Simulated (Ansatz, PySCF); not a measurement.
Molecule: C2H3O (charge 0, doublet). It need not be the lowest isomer of its formula. SMILES: [H]/[C]=C/O
Structure (B3LYP-D3(BJ)/def2-TZVP (Ansatz, an electronic-structure program) minimum search):
```
C
C 1 1.3082
O 1 1.3646 2 127.23
H 3 0.9666 1 108.70 2 0.00
H 2 1.0734 1 139.36 3 180.00
H 1 1.0889 2 122.02 5 0.00
```
Charge 0, spin multiplicity 2.

Wanted: atomisation energy (electronic, to ground-state atoms), in kcal/mol. Cores are frozen in the correlated levels unless marked. UHF or UKS for open shells. Spin-orbit coupling is left out. Non-relativistic. The coupled-cluster limit lacks core correlation, which all-electron functionals hold. Basis-set limits of correlation are two-point, X^-3; Hartree-Fock from the larger set. [CCSD(T)-MP2]/basis is that difference in the basis named.

```tsv
level	program	atomisation energy (kcal/mol)	minus last row
HF/6-31G*	Ansatz	377.2	-168.8
PBE/def2-TZVPD	Ansatz	568.1	22.1
M06-L/def2-TZVPD	PySCF	546.6	0.6
r2SCAN-D3(BJ)/def2-TZVPD	Ansatz + dftd3	553.2	7.2
B3LYP-D3(BJ)/def2-TZVPD	Ansatz + dftd3	549.2	3.2
PBE0/6-31G*	Ansatz	545.7	-0.3
PBE0-D4/def2-TZVPD	Ansatz + dftd4	552.5	6.5
PBE0/def2-TZVP	Ansatz	550.7	4.7
PBE0/def2-TZVPD	Ansatz	551.3	5.3
TPSSh/def2-TZVPD	PySCF	546.2	0.2
r2SCANh-D4/def2-TZVPD	Ansatz + dftd4	547.7	1.7
r2SCAN0/def2-TZVPD	Ansatz	539.5	-6.5
MN15/def2-TZVPD	PySCF	549.6	3.6
CAM-B3LYP/def2-TZVPD	Ansatz	549.2	3.2
LC-wPBE-D3(BJ)/def2-TZVPD	Ansatz + dftd3	549.9	3.9
LC-wPBE/def2-TZVPD	Ansatz	548.4	2.4
B2GP-PLYP-D3(BJ)/def2-TZVPD	Ansatz + dftd3	539.2	-6.8
RPA@PBE/cc-pVTZ	Ansatz	502.2	-43.8
MP2/6-31G*	Ansatz	498.9	-47.1
SCS-MP2/6-31G*	Ansatz	490.7	-55.3
RI-MP2/CBS(cc-pVTZ,cc-pVQZ)+[CCSD(T)-MP2]/cc-pVTZ	Ansatz	546.0	0.0
```

The UHF reference is spin-contaminated (<S^2> 0.16 over the pure value in the largest basis).
